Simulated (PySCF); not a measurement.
A structure optimised at B3LYP-D3(BJ)/def2-SVP, used in a PySCF frequency run:

```xyz
5

Ta     0.0000     0.0000    -0.1598
O      0.0000     0.0000    -1.8728
Cl     1.9068     1.1009     0.5226
Cl     0.0000    -2.2018     0.5226
Cl    -1.9068     1.1009     0.5226
```

Write its SMILES, formula and point group.

[O]=[Ta]([Cl])([Cl])[Cl], Cl3OTa, C3v

What are its rotational constants (standard atomic weights)?

1.4542, 1.4542, 0.98024 GHz
